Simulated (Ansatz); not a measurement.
Process, species as SMILES: SC1CCCCC1 + H+ -> [SH2+]C1CCCCC1
Each molecule is optimised on its own at B3LYP-D3(BJ)/def2-TZVP (Ansatz, an electronic-structure program), one conformer each, not searched for the lowest.

Property: proton affinity (electronic energy difference), positive where the reaction releases energy, in kcal/mol. Valence correlation only, unless marked. Spin-orbit coupling is left out. No relativistic terms. CBS(X,Y): correlation extrapolated as X^-3; Hartree-Fock from the larger set. [CCSD(T)-MP2]/basis is that difference in the basis named.

```tsv
level	program	proton affinity (kcal/mol)
HF/cc-pV(D+d)Z	Ansatz	202.8
HF/cc-pVTZ	Ansatz	203.6
BLYP-D3(BJ)/def2-TZVPD	Ansatz + dftd3	204.0
B3LYP-D3(BJ)/def2-TZVPD	Ansatz + dftd3	203.6
```

### Question
Predict the RI-MP2/CBS(cc-pV(T+d)Z,cc-pV(Q+d)Z)+[CCSD(T)-MP2]/cc-pV(T+d)Z result (Ansatz).

### Answer
200.5 kcal/mol
